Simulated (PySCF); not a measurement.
WOBr₄, SMILES [Br][W]([Br])([Br])([Br])=[O], multiplicity 1.

The structure is a stationary point at PBE0-D3(BJ)/def2-SVP. The multiplicity is an assumed one; other spin states were not compared. The def2 effective core potentials stand for the cores of W; spin–orbit coupling is left out.

Calculation: TDA-PBE/def2-SVPD run with PySCF.

Vertical excitations; the highest root listed may be one member of a degenerate set. Gas-phase values at a fixed geometry. State labels are in the subgroup Cs.

Computed lowest excited states:
```json
[
 {"state": "S1", "symmetry": "A\"", "energy (eV)": "2.18", "λ (nm)": "570", "f": "0.000", "main pairs": "HOMO→LUMO+1 50 %, HOMO−1→LUMO 50 %"},
 {"state": "S2", "symmetry": "A\"", "energy (eV)": "2.25", "λ (nm)": "552", "f": "0.000", "main pairs": "HOMO−1→LUMO, HOMO→LUMO+1 (degenerate set)"},
 {"state": "S3", "symmetry": "A'", "energy (eV)": "2.25", "λ (nm)": "552", "f": "0.000", "main pairs": "HOMO→LUMO, HOMO−1→LUMO+1 (degenerate set)"},
 {"state": "S4", "symmetry": "A'", "energy (eV)": "2.49", "λ (nm)": "499", "f": "0.006", "main pairs": "HOMO−1→LUMO+1 37 %, HOMO→LUMO 37 %, HOMO→LUMO+2 13 %, HOMO−1→LUMO+3 13 %"},
 {"state": "S5", "symmetry": "A'", "energy (eV)": "2.70", "λ (nm)": "459", "f": "0.000", "main pairs": "HOMO−2→LUMO (degenerate set)"},
 {"state": "S6", "symmetry": "A\"", "energy (eV)": "2.70", "λ (nm)": "459", "f": "0.000", "main pairs": "HOMO−2→LUMO+1 (degenerate set)"},
 {"state": "T1", "symmetry": "A'", "energy (eV)": "2.02", "λ (nm)": "614", "f": "0", "main pairs": "HOMO−1→LUMO+1 49 %, HOMO→LUMO 49 %"},
 {"state": "T2", "symmetry": "A'", "energy (eV)": "2.07", "λ (nm)": "599", "f": "0", "main pairs": "HOMO→LUMO 50 %, HOMO−1→LUMO+1 50 %"}
]
```
Triplets are in the Tamm–Dancoff approximation.
